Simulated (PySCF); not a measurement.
MgIn⁻ at ROHF

Level: ROHF. PySCF, scalar-relativistic core potentials, basis sets Mg aug-cc-pVDZ, In aug-cc-pVDZ-PP with ECP28.

```json
{"state": "³Σ⁻ (triplet), unpaired electrons π ↑↑", "bond length": "3.215 Å", "harmonic wavenumber": "96.0 cm⁻¹", "force constant": "0.108 mdyn/Å", "rotational constant Be": "0.08220 cm⁻¹", "anharmonicity ωexe": "1.62 cm⁻¹", "vibration–rotation constant αe": "0.00148 cm⁻¹", "bond order (Mayer)": "0.71", "dipole moment (positive dipole points towards In; it is taken about the centre of mass and depends on that origin)": "1.97 D"}
```

These are scalar-relativistic numbers at best; spin–orbit coupling would shift them, the dissociation energy most. UHF is strongly spin-contaminated for MgIn⁻, so the ROHF reference used there is far from stable. Hartree–Fock leaves out correlation, which carries a large part of most bond energies and some tenths to 1 eV of ionisation energies. The state was picked by a PBE0 search and need not be the measured ground state.
